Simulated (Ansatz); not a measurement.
Ansatz (a first-principles code) input (HF/3-21G): The .json file is the Basis Set Exchange's 3-21G.

Ansatz 0.2 input:
```yaml
crystal:
  periodic: [false, false, false]
  atoms:
    - {symbol: C, position_ang: [-1.40547486, 0.30099854, 0.07374885]}
    - {symbol: S, position_ang: [0.21935365, -0.50422896, -0.16615706]}
    - {symbol: O, position_ang: [1.26866513, 0.60802811, 0.23096221]}
    - {symbol: H, position_ang: [-1.53048985, 0.62032050, 1.11720610]}
    - {symbol: H, position_ang: [-2.19873660, -0.41231802, -0.18333439]}
    - {symbol: H, position_ang: [-1.49690385, 1.18944476, -0.56554948]}
basis:
  gaussian:
    orbitals: 3-21G.json
hamiltonian:
  xc: {name: HF}
total_charge: -1
relax: {f_tol: 0.003, max_steps: 120}
```

Q: Predict the final energy.

A: -509.30928 Eh.
